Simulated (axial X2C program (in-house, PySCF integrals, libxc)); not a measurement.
**TaBr⁺ at several levels of theory**

Computed with an in-house relativistic program for diatomic molecules. Spin-free means the one-electron spin-free X2C Hamiltonian; two-component (2c) means X2C with spin–orbit coupling and atomic mean-field two-electron Coulomb and Gaunt terms, so the difference of the two also holds small scalar two-electron terms. Basis: Ta dyall-cv3z [13s14p9d7f4g], Br dyall-cv3z [8s9p6d4f1g] (cores contracted in-house); Gaussian nuclei, density fitting, unrestricted open shells. Masses: Ta 180.948 u, Br 78.918 u.

Input:
```json
{"zs": [73, 35], "q": 1, "bas": ["dyall-cv3z", "dyall-cv3z"], "levels": ["PBE0", "HF", "B97-3"], "cc": true, "r0": 2.6, "thr": -1.0, "nmax": 90, "npts": 10, "nst": 2, "ntry": 6}
```
```bash
python so2c.py task.json out
```

Keys: zs atomic numbers; q charge; bas basis sets; levels methods; cc coupled cluster on or off; r0 starting distance in Å; thr threshold in hartree for freezing inner shells (an s shell follows its p shell); nmax most natural virtual spinors; npts points on the curve; nst determinants followed; ntry starts of the search. HF also brings MP2.

State, spin-free: M_S = 3/2, Λ = 0 (beyond evenly filled blocks: σα, δ+α, δ-α); electrons by block: σα: 21, σβ: 20, π+α: 11, π+β: 11, π-α: 11, π-β: 11, δ+α: 5, δ+β: 4, δ-α: 5, δ-β: 4, φ+α: 1, φ+β: 1, φ-α: 1, φ-β: 1. Fragments: Ta+ + Br.

State, 2c: Ω = 3/2 (⟨Sz⟩ = 1.48, ⟨Lz⟩ = 0.02 at PBE0); electrons by block: 1/2: 32, -1/2: 31, 3/2: 15, -3/2: 16, 5/2: 6, -5/2: 5, 7/2: 1, -7/2: 1. Fragments: Ta+ + Br.

```csv
Hamiltonian,level,Re (Å),ωe (cm⁻¹),Be (cm⁻¹),αe (cm⁻¹),De (eV),D0 (eV),k (mdyn/Å),μ (D)
spin-free,PBE0,2.295,325.7,0.05826,0.000139,4.22,4.20,3.43,-3.54
spin-free,HF,2.351,306.5,0.05551,0.000135,2.27,2.25,3.04,-5.74
spin-free,MP2,2.313,324.0,0.05732,0.000132,3.94,3.92,3.4,n/a
spin-free,CCSD,2.324,317.8,0.05681,0.000135,3.76,3.74,3.27,n/a
spin-free,CCSD(T),2.325,317.2,0.05675,0.000135,3.96,3.94,3.26,n/a
spin-free,B97-3,2.311,316.7,0.05746,0.000141,4.23,4.21,3.25,-3.71
2c,PBE0,2.296,324.3,0.05818,0.000139,n/a,n/a,3.41,-3.55
2c,B97-3,2.314,314.5,0.05731,0.00014,n/a,n/a,3.2,-3.70
```

Correlated methods: 11 electrons correlated (number of frozen shells: Ta 5 s, 4 p, 2 d, 1 f; Br 3 s, 2 p, 1 d), 331 virtual spin orbitals or spinors in MP2, 90 natural virtuals in coupled cluster.

Dipoles are positive if Br is the positive end and refer to the centre of mass.

The state is one determinant whose occupation by symmetry is held fixed; it was picked as the lowest of a PBE0 search that is not exhaustive. Dissociation energies refer to the lowest single-determinant-based atoms at the same level and basis. De is not given where an atomic determinant may have missed its ground term or J level, or where the truncated virtual space spoils (T). Density functionals use the spin component along the axis (collinear). CCSD and (T) use frozen natural virtuals with an MP2 correction for the truncation; (T) itself is uncorrected, so its De runs slightly low. PBE0 can misorder states that lie within some tenths of an eV, so this need not be the ground state of the molecule. The nearest other spin-free determinant of the search, M_S = 3/2, Λ = 3, lies 0.49 eV up at the distance of the search. The functionals have no current-density term, which raises determinants with orbital currents, atoms included. With several unpaired electrons one determinant need not be a pure state. The outer-core s and p shells of the metal are frozen in the correlated rows, which leaves out core–valence correlation; for alkali and alkaline-earth bonds that tends to lengthen them. This is the top spin component of a Σ state; components of lower Ω are not single determinants and can lie lower. With the outer-core shells frozen, correlated bond lengths of heavy atoms tend to come out a few hundredths of an ångström too long.

No reliable constants came from CCSD (2c), CCSD(T) (2c), HF (2c), MP2 (2c): no minimum in range, unconverged points, a curve that is not smooth, a change of character along it, or the two Hamiltonians disagreeing along it.

Rough cost a point (2c) on 1 thread(s) of a shared host, integrals apart: PBE0 4 s, B97-3 4 s.

The whole task took 13 min on 1 thread of Arm Neoverse N1 (shared host).
